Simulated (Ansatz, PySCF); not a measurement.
System: SiCl$_{2}$ (charge 0, triplet). This is an excited triplet: at this geometry the singlet lies 2.12 eV lower at RI-MP2/CBS(aug-cc-pV(T+d)Z,aug-cc-pV(Q+d)Z)+[CCSD(T)-MP2]/aug-cc-pV(T+d)Z. SMILES: Cl[Si]Cl
Geometry: optimised at B3LYP-D3(BJ)/def2-TZVP (Ansatz, a quantum-chemistry and plane-wave program).

Quantity: vertical singlet-triplet gap (E(singlet) - E(triplet); the singlet is one closed-shell determinant, which may describe it poorly; each state is the SCF solution reached for its spin; for the singlet the Hartree-Fock reference is unstable and T1 is 0.013), in eV. Cores are frozen in the correlated levels unless marked. Open shells are spin-unrestricted. No spin-orbit coupling. No relativistic terms. CBS(X,Y): correlation extrapolated as X^-3; Hartree-Fock from the larger set. The bracket is a focal-point correction in the basis named.

RI-MP2/CBS(aug-cc-pV(T+d)Z,aug-cc-pV(Q+d)Z)+[CCSD(T)-MP2]/aug-cc-pV(T+d)Z (Ansatz) gives -2.12 eV.

Task: Another calculation gave -2.13 eV. Which level was it?
(A) SVWN5/def2-TZVPD (Ansatz)
(B) M06-2X/def2-TZVPD (PySCF)
(C) PBE0/def2-TZVPD (Ansatz)
(D) r2SCAN/def2-TZVPD (Ansatz)

Result: A, SVWN5/def2-TZVPD (Ansatz). The others give -1.96 (M06-2X), -1.67 (r2SCAN), -1.85 (PBE0) eV.
